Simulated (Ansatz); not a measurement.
Consider the ligand exchange at the Si–S bond: `F[SiH](F)S[SiH2]Cl` + `NBO` → `NBO[SiH2]Cl` + `F[SiH](F)S`.

Program: Ansatz. Geometries: PBE0-D4/def2-TZVP. ΔE: electronic, gas phase. CCSD(T)/CBS adds triple-zeta CCSD(T) − MP2 to the extrapolated MP2 energy (def2 sets, frozen cores). This one scheme is used for every species. Functionals use def2-TZVPP. One conformer a species, not always the lowest.

```tsv
level	ΔE (kcal/mol)
r2SCANh-D4	-8.7
CAM-B3LYP-D4	-11.3
PBE	-6.9
CCSD/CBS(def2)	-10.4
```

Problem. What does CCSD(T)/CBS give? (Estimate.)

Solution. The calculation gave: -9.5 kcal/mol. The listed levels differ from it by 0.8, -1.8, 2.6, -0.9 kcal/mol.

Largest T1 diagnostic among the species: 0.012.

In def2-TZVPP, CCSD(T) changes the Hartree–Fock value by +4.5 kcal/mol (the triples alone add +0.9 kcal/mol) and MP2 by +5.6 kcal/mol. The D4 term adds +1.9 kcal/mol with B3LYP and +1.0 kcal/mol with PBE0; it sums over pairs of atoms, weighted by their polarisabilities, and B3LYP, whose exchange is more repulsive, gets the larger term.

B3LYP here is the variant with VWN-RPA as its local correlation; programs differ in this.
